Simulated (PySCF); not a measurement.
A calculated (LDA, PySCF 2.14, cc-pVDZ-DK, scalar relativity by spin-free X2C-1e) atom or ion has these occupied shells.

| shell | electrons | orbital energy (eV) | rms radius, mean of both spins (bohr) |
| --- | --- | --- | --- |
| 1s α | 1 | -2099.7 | 0.120 |
| 1s β | 1 | -2099.5 | 0.120 |
| 2s α | 1 | -196.83 | 0.567 |
| 2s β | 1 | -196.65 | 0.567 |
| 2p α | 3 | -148.38 | 0.543 |
| 2p β | 3 | -148.16 | 0.543 |
| 3s α | 1 | -34.466 | 1.88 |
| 3s β | 1 | -33.383 | 1.88 |
| 3p α | 1 | -24.782 | 2.13 |

Problem. Name the element and its charge.

Solution. P²⁺ (phosphorus, charge +2), in [Ne] 3s2 3p1, 2P determinant.
